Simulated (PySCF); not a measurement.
EPR parameters of C7H11O

C7H11O (doublet state).
Structure used (GFN2-xTB), in Å, numbered top down from 1:
```
atom  x, y, z in Å
C1     2.8603    0.3576   -0.5488
O2     1.4617    0.3430   -0.6634
C3     0.8219   -0.1270    0.4964
C4    -0.6767   -0.1042    0.2722
C5    -1.4263   -0.8815   -0.8224
C6    -2.4288   -0.0801    0.0181
C7    -1.5109    1.1475   -0.0469
C8    -1.7270   -0.5423    1.3037
H9     3.2557   -0.6502   -0.3679
H10    3.1864    1.0150    0.2673
H11    3.2462    0.7342   -1.4937
H12    1.1424   -1.1578    0.7242
H13    1.0717    0.5106    1.3614
H14   -1.2624   -0.5611   -1.8451
H15   -1.4488   -1.9629   -0.7284
H16   -1.6091    1.8861    0.7428
H17   -1.3523    1.6026   -1.0182
H18   -1.7719   -1.6003    1.5435
H19   -1.8419    0.0801    2.1860
```

The hyperfine couplings belong to this conformer and change with its torsions.

The species is `COCC12C[C](C1)C2` [radical].

Method used: PySCF 2.14.0, UKS B3LYP, pcH-1 on C H O, non-relativistic, mean-field spin-orbit, GIAO. Isolated species at its GFN2-xTB geometry (one conformer only). Couplings are sensitive to structure, and on GFN2-xTB geometries they can be far from those on DFT ones. The SCF solution wasn't tested for stability.

| Property | Result |
| --- | --- |
| g1, g2, g3 | 2.00214, 2.00276, 2.00283 |
| g_iso | 2.00258 |
| Form of g | close to axial: the two nearest values differ by 10 % of g3 − g1 |
| ⟨S²⟩ | 0.7524 (exact 0.7500) |

Hyperfine couplings atom by atom, in MHz; T1 to T3 are the principal values of the dipolar part:

```
atom  isotope  a_iso     T1     T2     T3  Mulliken spin population
  C1      13C    4.2   -0.3   -0.3    0.6                      0.00
  O2      17O    0.2   -0.8    0.2    0.7                      0.00
  C3      13C  102.8   -8.3   -8.0   16.3                      0.07
  C4      13C   77.7   -2.6   -2.6    5.2                      0.02
  C5      13C    9.8   -9.5   -6.6   16.1                      0.04
  C6      13C  330.3  -64.2  -64.2  128.4                      0.79
  C7      13C    9.8   -9.5   -6.6   16.1                      0.04
  C8      13C    9.7   -9.6   -6.7   16.4                      0.04
  H9       1H    0.1   -0.7   -0.6    1.3                      0.00
 H10       1H    0.1   -0.7   -0.6    1.3                      0.00
 H11       1H    1.9   -0.5   -0.4    0.9                      0.00
 H12       1H   -4.0   -4.2   -1.7    5.9                      0.00
 H13       1H   -4.0   -4.2   -1.7    5.9                      0.00
 H14       1H   -2.8   -6.1   -3.5    9.6                      0.00
 H15       1H   -2.7   -6.1   -3.5    9.6                      0.00
 H16       1H   -2.7   -6.1   -3.5    9.6                      0.00
 H17       1H   -2.8   -6.1   -3.5    9.6                      0.00
 H18       1H   -2.6   -6.1   -3.5    9.6                      0.00
 H19       1H   -2.6   -6.1   -3.5    9.6                      0.00
```

The Mulliken spin populations are largest on C6 (+0.79) and C3 (+0.07). No atom but C6 exceeds +0.15. The angles at C6 add up to 270.5°, so it is pyramidal.

Under fast tumbling the dipolar parts average out, and these isotropic splittings remain: 2 × 1H (H12/H13, I = 1/2, 3 lines) with 0.14 mT and 6 × 1H (H14 (×6), I = 1/2, 7 lines) with 0.10 mT.

Nuclei that the bonding pattern makes equivalent are averaged, as if the motion that swaps them (rotation, inversion, ring flip) were fast.

The 13C coupling of C6 (330.3 MHz) shows only in satellite lines or after enrichment, since that isotope makes up about 1.07 % of natural carbon.
